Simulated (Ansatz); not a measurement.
Molecule: tribromo(methyl)germane, CH$_{3}$Br$_{3}$Ge (charge 0, singlet). SMILES: [CH3][Ge]([Br])([Br])[Br]
Geometry: optimised at B3LYP-D3(BJ)/def2-TZVP (Ansatz, a quantum-chemistry and plane-wave program).

Quantity: vertical ionisation energy (to the doublet state of charge +1; each state is the SCF solution reached for its spin; the molecule has degenerate orbitals, so one determinant may break the symmetry), in eV. Valence correlation only, unless marked. Open shells are spin-unrestricted. Spin-orbit coupling is left out. Frozen are the shells of the preceding noble gas and the d and f shells that filled before the atom's block. Non-relativistic. CBS marks a two-point X^-3 extrapolation of the correlation energy; Hartree-Fock from the larger set. [CCSD(T)-MP2]/basis is that difference in the basis named.

RI-MP2/CBS(aug-cc-pVTZ,aug-cc-pVQZ)+[CCSD(T)-MP2]/aug-cc-pVTZ (Ansatz) gives 10.89 eV.

Task: Another calculation gave 10.01 eV. Which level was it?
A) CAM-B3LYP/def2-TZVPD (Ansatz)
B) wB97M-V/def2-TZVPD (Ansatz)
C) r2SCAN/def2-TZVPD (Ansatz)
D) PBE/def2-TZVPD (Ansatz)

Result: C, r2SCAN/def2-TZVPD (Ansatz). The others give 10.73 (wB97M-V), 10.59 (CAM-B3LYP), 9.72 (PBE) eV.
